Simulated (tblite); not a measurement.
A geometry optimisation, step by step.

Species: C3H7FSeSi.
SMILES with atom numbers: `[CH2:1]=[C:2]([SiH3:3])[Se:4][CH2:5][F:6]` (hydrogens: H7, H8 on C1; H9, H10, H11 on Si3; H12, H13 on C5)

Computed with GFN2-xTB (tblite), gas phase: L-BFGS steps from a force-field or distance-geometry start until the largest atomic force falls under 0.01 eV/Å. 14 of its 148 geometries are shown.

Step 0: E = -532.1155 eV, largest atomic force 1.579 eV/Å
```
atom  x, y, z in Å  |  force x, y, z in eV/Å
C1     -1.110    1.648   -0.900    0.730   0.354   0.137
C2     -0.525    0.755   -0.106   -0.355  -0.484  -0.630
Si3    -1.549   -0.731    0.337   -1.118  -1.113  -0.071
Se4     1.265    0.986    0.543   -0.076   1.479   0.260
C5      2.385   -0.574    0.348    1.017  -1.121   0.281
F6      1.752   -1.688   -0.138    0.354   0.604   0.146
H7     -2.132    1.515   -1.264    0.600   0.257   0.251
H8     -0.513    2.519   -1.149   -0.516   0.150  -0.352
H9     -0.871   -1.630    1.257    0.057  -0.007   0.085
H10    -2.832   -0.214    0.879    0.351  -0.085   0.051
H11    -1.959   -1.455   -0.909    0.325   0.234   0.376
H12     3.283   -0.321   -0.283   -0.892  -0.241   0.093
H13     2.800   -0.810    1.368   -0.477  -0.028  -0.627
```

Step 11: E = -532.4262 eV, largest atomic force 0.221 eV/Å
```
atom  x, y, z in Å  |  force x, y, z in eV/Å
C1     -1.029    1.660   -0.917   -0.042  -0.026   0.077
C2     -0.485    0.683   -0.198   -0.064   0.063   0.092
Si3    -1.557   -0.807    0.324    0.073  -0.021   0.065
Se4     1.260    1.077    0.566   -0.119   0.182   0.042
C5      2.362   -0.568    0.373   -0.155   0.082  -0.024
F6      1.654   -1.595   -0.136   -0.087  -0.102  -0.066
H7     -2.055    1.586   -1.240    0.002  -0.045  -0.099
H8     -0.520    2.572   -1.187    0.109   0.007   0.008
H9     -0.879   -1.657    1.297    0.088   0.007  -0.029
H10    -2.767   -0.262    0.956    0.055   0.019  -0.049
H11    -1.902   -1.519   -0.904    0.028  -0.031  -0.006
H12     3.177   -0.322   -0.310    0.093  -0.081  -0.082
H13     2.738   -0.849    1.358    0.019  -0.056   0.071
```

Step 23: E = -532.4755 eV, largest atomic force 0.151 eV/Å
```
atom  x, y, z in Å  |  force x, y, z in eV/Å
C1     -1.004    1.670   -0.924    0.003   0.062  -0.034
C2     -0.492    0.723   -0.147    0.058   0.024  -0.055
Si3    -1.468   -0.836    0.353    0.006   0.062  -0.029
Se4     1.238    1.143    0.633   -0.049   0.001   0.024
C5      2.246   -0.553    0.357   -0.001  -0.008   0.013
F6      1.456   -1.519   -0.169    0.093   0.036   0.007
H7     -1.993    1.587   -1.347    0.013  -0.085   0.034
H8     -0.464    2.575   -1.168   -0.019  -0.014   0.006
H9     -0.742   -1.669    1.303    0.013   0.049   0.044
H10    -2.683   -0.297    0.968   -0.042  -0.050   0.031
H11    -1.784   -1.580   -0.867    0.043   0.031   0.005
H12     3.069   -0.357   -0.344   -0.097  -0.045   0.090
H13     2.619   -0.885    1.334   -0.020  -0.061  -0.137
```

Step 34: E = -532.4940 eV, largest atomic force 0.044 eV/Å
```
atom  x, y, z in Å  |  force x, y, z in eV/Å
C1     -0.990    1.678   -0.942    0.002  -0.008   0.012
C2     -0.479    0.760   -0.132   -0.004  -0.032  -0.011
Si3    -1.427   -0.815    0.367   -0.013  -0.006   0.027
Se4     1.224    1.144    0.709    0.005  -0.014  -0.010
C5      2.188   -0.570    0.351   -0.017   0.025  -0.013
F6      1.387   -1.492   -0.231    0.007   0.021  -0.029
H7     -1.959    1.527   -1.391    0.001   0.020   0.008
H8     -0.485    2.600   -1.187    0.012  -0.013   0.003
H9     -0.673   -1.579    1.355   -0.012   0.001   0.014
H10    -2.676   -0.358    0.984   -0.015   0.010  -0.034
H11    -1.680   -1.568   -0.861    0.026  -0.004   0.035
H12     3.009   -0.354   -0.340    0.022  -0.001   0.031
H13     2.557   -0.974    1.299   -0.015   0.000  -0.032
```

Step 45: E = -532.5105 eV, largest atomic force 0.117 eV/Å
```
atom  x, y, z in Å  |  force x, y, z in eV/Å
C1     -0.979    1.664   -0.938    0.001  -0.015   0.081
C2     -0.489    0.756   -0.105   -0.007  -0.003   0.052
Si3    -1.419   -0.818    0.421    0.004  -0.006  -0.017
Se4     1.220    1.144    0.726    0.048   0.000  -0.033
C5      2.165   -0.566    0.307   -0.067   0.054  -0.011
F6      1.374   -1.379   -0.430    0.008  -0.046  -0.009
H7     -1.954    1.538   -1.382    0.050   0.004  -0.005
H8     -0.439    2.565   -1.188   -0.043   0.036  -0.046
H9     -0.696   -1.490    1.507   -0.055   0.055  -0.087
H10    -2.734   -0.368    0.899    0.051  -0.039  -0.015
H11    -1.534   -1.643   -0.781   -0.010  -0.028   0.073
H12     3.050   -0.322   -0.287    0.038  -0.007   0.037
H13     2.430   -1.081    1.236   -0.018  -0.006  -0.018
```

Step 57: E = -532.5271 eV, largest atomic force 0.612 eV/Å
```
atom  x, y, z in Å  |  force x, y, z in eV/Å
C1     -0.978    1.658   -0.880   -0.009  -0.016  -0.037
C2     -0.490    0.764   -0.030   -0.048  -0.046  -0.045
Si3    -1.448   -0.797    0.508    0.002  -0.086   0.011
Se4     1.288    1.137    0.680   -0.114  -0.100  -0.117
C5      2.166   -0.571    0.188    0.154  -0.183  -0.069
F6      1.577   -1.135   -0.911    0.311   0.261   0.458
H7     -1.971    1.546   -1.289    0.004  -0.001   0.001
H8     -0.421    2.524   -1.213   -0.050  -0.018   0.086
H9     -0.905   -1.232    1.805   -0.046   0.047  -0.107
H10    -2.872   -0.425    0.643    0.263  -0.030  -0.041
H11    -1.283   -1.865   -0.500   -0.002   0.243   0.169
H12     3.219   -0.319   -0.048   -0.392  -0.193  -0.003
H13     2.115   -1.285    1.028   -0.074   0.121  -0.307
```

Step 68: E = -532.5752 eV, largest atomic force 0.176 eV/Å
```
atom  x, y, z in Å  |  force x, y, z in eV/Å
C1     -0.997    1.670   -0.878   -0.013  -0.031   0.008
C2     -0.478    0.776   -0.047    0.028  -0.007   0.007
Si3    -1.387   -0.781    0.555    0.008  -0.074  -0.027
Se4     1.300    1.137    0.648    0.054   0.024  -0.013
C5      2.129   -0.589    0.160   -0.040  -0.087  -0.049
F6      1.658   -0.989   -1.051    0.075  -0.013   0.063
H7     -1.977    1.518   -1.301   -0.050   0.046   0.043
H8     -0.482    2.574   -1.175    0.009  -0.074   0.008
H9     -0.907   -1.118    1.899   -0.010   0.068  -0.012
H10    -2.816   -0.481    0.548   -0.014   0.060   0.042
H11    -1.140   -1.907   -0.342    0.088  -0.003  -0.057
H12     3.214   -0.442    0.072   -0.154  -0.002   0.085
H13     1.879   -1.366    0.895    0.018   0.093  -0.099
```

Step 79: E = -532.6104 eV, largest atomic force 0.104 eV/Å
```
atom  x, y, z in Å  |  force x, y, z in eV/Å
C1     -1.051    1.675   -0.841   -0.010  -0.006   0.006
C2     -0.464    0.769   -0.072    0.029   0.024   0.022
Si3    -1.350   -0.775    0.582    0.041  -0.025  -0.014
Se4     1.346    1.135    0.524    0.011   0.035  -0.031
C5      2.111   -0.622    0.103    0.030   0.016   0.005
F6      1.948   -0.910   -1.213   -0.003  -0.006  -0.028
H7     -2.062    1.527   -1.187   -0.022   0.053   0.017
H8     -0.562    2.586   -1.153    0.012  -0.013  -0.037
H9     -0.990   -0.930    1.995   -0.002  -0.007  -0.019
H10    -2.776   -0.500    0.419   -0.020  -0.054   0.005
H11    -0.943   -1.964   -0.174   -0.015   0.042   0.009
H12     3.184   -0.594    0.317   -0.022   0.026   0.012
H13     1.604   -1.395    0.683   -0.029  -0.086   0.051
```

Step 90: E = -532.6168 eV, largest atomic force 0.057 eV/Å
```
atom  x, y, z in Å  |  force x, y, z in eV/Å
C1     -1.069    1.692   -0.835   -0.012   0.022   0.003
C2     -0.472    0.783   -0.074   -0.018   0.002  -0.020
Si3    -1.346   -0.767    0.583    0.026   0.006  -0.005
Se4     1.355    1.137    0.462    0.014   0.006  -0.005
C5      2.112   -0.636    0.107   -0.027  -0.005   0.025
F6      2.013   -0.941   -1.212    0.000  -0.022  -0.016
H7     -2.101    1.579   -1.127    0.007   0.002  -0.009
H8     -0.563    2.577   -1.191   -0.011   0.011   0.012
H9     -0.989   -0.922    1.996   -0.002  -0.002   0.002
H10    -2.778   -0.549    0.404   -0.018   0.000   0.014
H11    -0.914   -1.940   -0.178    0.013  -0.023  -0.016
H12     3.171   -0.608    0.376    0.056   0.008  -0.006
H13     1.578   -1.405    0.672   -0.027  -0.005   0.020
```

Step 102: E = -532.6221 eV, largest atomic force 0.047 eV/Å
```
atom  x, y, z in Å  |  force x, y, z in eV/Å
C1     -1.088    1.726   -0.842   -0.008   0.003   0.037
C2     -0.486    0.798   -0.110    0.029   0.009   0.008
Si3    -1.325   -0.773    0.542    0.018  -0.020   0.037
Se4     1.353    1.145    0.395    0.021  -0.001  -0.022
C5      2.100   -0.653    0.146    0.015  -0.010   0.018
F6      1.976   -1.058   -1.145   -0.023   0.014   0.026
H7     -2.123    1.633   -1.126   -0.031  -0.022   0.003
H8     -0.577    2.617   -1.175   -0.007   0.028  -0.026
H9     -0.907   -0.976    1.934    0.004   0.022  -0.015
H10    -2.770   -0.576    0.467    0.004   0.018  -0.034
H11    -0.898   -1.910   -0.273   -0.018  -0.032  -0.030
H12     3.167   -0.600    0.386   -0.030  -0.015   0.008
H13     1.575   -1.374    0.781    0.027   0.005  -0.011
```

Step 113: E = -532.6287 eV, largest atomic force 0.019 eV/Å
```
atom  x, y, z in Å  |  force x, y, z in eV/Å
C1     -1.128    1.761   -0.815   -0.004   0.002  -0.002
C2     -0.471    0.809   -0.162   -0.004  -0.004   0.004
Si3    -1.294   -0.778    0.476    0.010   0.007   0.002
Se4     1.390    1.153    0.240   -0.004   0.001   0.002
C5      2.103   -0.673    0.200    0.007   0.004  -0.004
F6      1.997   -1.210   -1.044   -0.013  -0.003   0.009
H7     -2.179    1.663   -1.036    0.005  -0.005   0.011
H8     -0.650    2.671   -1.151   -0.008  -0.004  -0.005
H9     -0.827   -1.007    1.849   -0.017  -0.003  -0.004
H10    -2.736   -0.550    0.455    0.005   0.007  -0.008
H11    -0.932   -1.908   -0.381    0.017   0.008   0.001
H12     3.165   -0.612    0.457    0.005  -0.010  -0.007
H13     1.558   -1.317    0.895    0.001   0.001   0.001
```

Step 124: E = -532.6300 eV, largest atomic force 0.017 eV/Å
```
atom  x, y, z in Å  |  force x, y, z in eV/Å
C1     -1.128    1.761   -0.811    0.002   0.003  -0.009
C2     -0.465    0.816   -0.155   -0.011   0.002  -0.002
Si3    -1.286   -0.777    0.469    0.006  -0.003   0.010
Se4     1.396    1.157    0.241   -0.001   0.010  -0.004
C5      2.099   -0.674    0.207    0.002  -0.002  -0.006
F6      1.948   -1.225   -1.026   -0.003  -0.011   0.006
H7     -2.180    1.654   -1.023    0.012  -0.001   0.004
H8     -0.661    2.670   -1.159    0.004   0.002   0.015
H9     -0.836   -1.025    1.843   -0.009   0.010   0.007
H10    -2.726   -0.538    0.435   -0.003  -0.015  -0.008
H11    -0.907   -1.895   -0.395   -0.002  -0.002  -0.005
H12     3.169   -0.618    0.429    0.001  -0.002  -0.004
H13     1.572   -1.306    0.927    0.001   0.009  -0.004
```

Step 136: E = -532.6317 eV, largest atomic force 0.053 eV/Å
```
atom  x, y, z in Å  |  force x, y, z in eV/Å
C1     -1.139    1.780   -0.785   -0.036   0.017  -0.015
C2     -0.459    0.821   -0.166   -0.010   0.025  -0.006
Si3    -1.274   -0.778    0.448    0.018   0.000  -0.026
Se4     1.417    1.154    0.159   -0.002   0.014   0.005
C5      2.100   -0.682    0.214   -0.039  -0.036   0.001
F6      1.923   -1.304   -0.981    0.014   0.003   0.000
H7     -2.197    1.680   -0.963    0.000  -0.001   0.002
H8     -0.683    2.695   -1.135    0.023  -0.013   0.017
H9     -0.872   -1.003    1.840    0.006   0.000   0.018
H10    -2.717   -0.578    0.360   -0.008   0.010  -0.003
H11    -0.848   -1.890   -0.401    0.004  -0.026   0.009
H12     3.173   -0.629    0.417    0.001  -0.002  -0.002
H13     1.572   -1.264    0.976    0.029   0.009   0.000
```

Step 147: E = -532.6330 eV, largest atomic force 0.008 eV/Å
```
atom  x, y, z in Å  |  force x, y, z in eV/Å
C1     -1.147    1.794   -0.770    0.000   0.000   0.000
C2     -0.463    0.823   -0.176    0.002  -0.005   0.001
Si3    -1.269   -0.782    0.437    0.004  -0.001  -0.002
Se4     1.417    1.147    0.133    0.000   0.004  -0.001
C5      2.099   -0.691    0.208    0.000   0.006   0.003
F6      1.908   -1.332   -0.975    0.002  -0.003  -0.002
H7     -2.208    1.702   -0.939    0.000   0.003  -0.001
H8     -0.686    2.713   -1.103   -0.002   0.002  -0.001
H9     -0.912   -0.958    1.850    0.001  -0.002   0.006
H10    -2.711   -0.606    0.287   -0.007   0.003  -0.001
H11    -0.797   -1.917   -0.354    0.001  -0.001  -0.001
H12     3.175   -0.631    0.395    0.000  -0.001  -0.002
H13     1.588   -1.260    0.989   -0.001  -0.005   0.002
```

Problem. Summarise the path.

Solution. The energy falls by 0.5175 eV from step 0 to step 147; nine tenths of that is first reached at step 69. It rises by more than 0.2 meV at steps 48, 51, 54, 57, 63 and 66. The largest force goes from 1.579 to 0.008 eV/Å. Among the bonds C2–Si3 changes most, from 1.858 to 1.897 Å; the atoms move by 0.739 Å rms after alignment.

Problem. Follow the three bonds and two angles with the largest change from start to end.

Solution. 
```
step  E above end (eV)  largest force (eV/Å)  C2–Si3 (Å)  Si3–H11 (Å)  C5–H13 (Å)  C2–Se4–C5 (°)  H10–Si3–H11 (°)
   0            0.5175                 1.579       1.858        1.498       1.126          114.2            103.6
   6            0.2404                 0.247       1.904        1.466       1.099          108.9            108.4
  13            0.1991                 0.188       1.906        1.460       1.098          106.0            110.4
  19            0.1686                 0.206       1.910        1.465       1.089          103.0            111.3
  26            0.1498                 0.158       1.905        1.462       1.094          101.0            110.8
  32            0.1403                 0.109       1.905        1.460       1.096          100.3            111.4
  38            0.1360                 0.107       1.902        1.460       1.091           99.5            111.6
  45            0.1225                 0.117       1.903        1.463       1.094           99.0            111.7
  51            0.1163                 0.484       1.899        1.469       1.106           99.2            112.0
  58            0.0983                 0.107       1.907        1.466       1.094           98.7            110.9
  64            0.0737                 0.118       1.904        1.460       1.096           97.8            108.9
  70            0.0435                 0.122       1.899        1.464       1.096           97.6            110.0
  77            0.0249                 0.093       1.895        1.464       1.095           97.3            111.1
  83            0.0200                 0.086       1.899        1.462       1.094           97.7            111.1
  89            0.0165                 0.052       1.897        1.464       1.093           98.5            110.0
  96            0.0138                 0.057       1.900        1.466       1.093           99.0            110.7
 102            0.0108                 0.047       1.896        1.462       1.094           99.4            111.4
 109            0.0050                 0.057       1.896        1.463       1.094          100.4            110.8
 115            0.0041                 0.022       1.898        1.463       1.093          100.4            110.9
 121            0.0032                 0.025       1.897        1.464       1.094          100.2            111.5
 128            0.0023                 0.029       1.897        1.462       1.093          100.1            111.2
 134            0.0018                 0.037       1.897        1.462       1.094          100.1            111.0
 141            0.0002                 0.023       1.898        1.462       1.093          100.9            111.2
 147            0.0000                 0.008       1.897        1.462       1.093          100.8            110.9
```

What follows is the cost of the whole relaxation. Time: 0.89 s of wall time. Hardware: an Arm Neoverse V1 with one thread, shared host.
